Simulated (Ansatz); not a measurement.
Basis-set extrapolation for `[O][Si](O)(O)O` radical (PBE0-D4/def2-TZVP geometry, frozen core, Ansatz 0.2.0). Multiplicity 2, UHF reference.

```csv
,def2-TZVPP,def2-QZVPP
HF,-590.458058,-590.482439
MP2 correlation,-1.012035,-1.098948
CCSD(T) correlation,-1.068141,not run
```

Energies in hartree. Use E(X) = E(∞) + A·exp(−7.88·√X) for Hartree–Fock and E(X) = E(∞) + B·X^(−2.97) for correlation, with X = 3 and 4, and add CCSD(T) minus MP2 of the smaller set to the MP2 limit.

Question: What is the CCSD(T) energy at the basis-set limit?

Answer: HF limit: -590.482439 + (-0.024381) × 0.13774 = -590.48580. MP2 limit: -1.098948 + (-0.086913) × 0.74074 = -1.16333. Higher-order term: -1.068141 − (-1.012035) = -0.05611. Total: -591.70524 hartree, 112.3 kcal/mol below CCSD(T)/def2-TZVPP.
